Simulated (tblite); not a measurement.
Compound: C6H7FN2O.
Cartesian coordinates in Å at the GFN2-xTB level; atoms count from 1:
```xyz
17
C6H7FN2O angstrom
N      3.3087    0.9069   -1.1313
C      2.3918    0.6362   -0.5083
C      1.1823    0.3271    0.2386
F      1.3961    0.5991    1.5876
C      0.0279    1.2055   -0.2491
C     -1.2675    0.7025    0.3743
C     -1.5500   -0.6993   -0.1468
N     -0.3926   -1.5509    0.0291
C      0.8991   -1.1991    0.1442
O      1.7920   -2.0093    0.2143
H     -0.0232    1.1587   -1.3392
H      0.2304    2.2367    0.0467
H     -1.1597    0.6827    1.4603
H     -2.0951    1.3641    0.1206
H     -1.8117   -0.6528   -1.2135
H     -2.3904   -1.1469    0.3906
H     -0.5450   -2.5491   -0.0282
```

Level: GFN2-xTB in tblite, geometry and Hessian alike; calculated harmonic values, unscaled, isolated species. Against measured fundamentals such values can be off by several per cent, at times by over 20. One conformer, not necessarily the lowest.

Harmonic wavenumbers (cm⁻¹): 44.8, 122.5, 136.0, 170.7, 228.8, 256.3, 356.7, 372.4, 407.7, 484.4, 552.2, 571.8, 593.6, 621.8, 671.1, 694.1, 867.1, 909.0, 931.4, 979.2, 1010.6, 1092.2, 1100.9, 1115.9, 1139.3, 1173.4, 1201.3, 1238.4, 1284.2, 1318.3, 1328.7, 1339.8, 1416.7, 1459.6, 1474.4, 1484.2, 1764.7, 2410.0, 2887.9, 2964.3, 2984.1, 2995.3, 3001.1, 3015.0, 3417.9.

A = 2034, B = 1245, C = 995.9 MHz; mass 142.054 u (most abundant isotopes); point group C1, symmetry number 1.

Task: Zero-point energy?

Result: ½Σν̃ = 27795 cm⁻¹ = 79.47 kcal/mol.

Task: Entropy at 200 K, 1 bar (ideal gas, RRHO, classical rotation)?

Result: Translation 38.81, rotation 28.04, vibration 15.37: S = 82.2 cal/(mol K).

Task: And Cp and H(200 K) − H(0)?

Result: Cp = 26.34 cal/(mol K), of which vibrations give 18.40 (their classical limit is 45 R = 89.4); H(200 K) − H(0) = 3.33 kcal/mol without the zero-point energy, 1.74 from vibrations.

Task: How do the functions run with temperature in this model?

Result: 
```
 T (K)  S (cal/(mol K))  Cp (cal/(mol K))  H − H(0) (kcal/mol)  G − H(0) (kcal/mol)  ln q(vib)
    50             58.0              11.6                 0.47                -2.43       0.38
   100             67.7              16.7                 1.18                -5.59       1.25
298.15             94.5              35.9                 6.39               -21.79       5.55
373.15            103.3              42.9                 9.35               -29.22       7.27
   500            117.4              53.0                15.45               -43.23      10.20
   750            141.7              66.7                30.56               -75.70      15.86
  1000            162.1              75.3                48.40              -113.74      21.16
```

q(vib) and H(0) count from the zero-point level.

Task: What must be added to the electronic energy to get the Gibbs energy at 200 K and 1 bar?

Result: ZPE + [H(200 K) − H(0)] − T·S = 79.47 + 3.33 − 16.44 = 66.36 kcal/mol.

Hindered rotation and anharmonicity are outside this model. Other conformers, if any are populated, would add a mixing term that is left out. The structure is chiral; the term R ln 2 for an equal mix with its mirror image is left out.

On one thread of an Arm Neoverse N1 (shared host), this took 0.94 s of wall time. This covers the Hessian and the dipole derivatives.
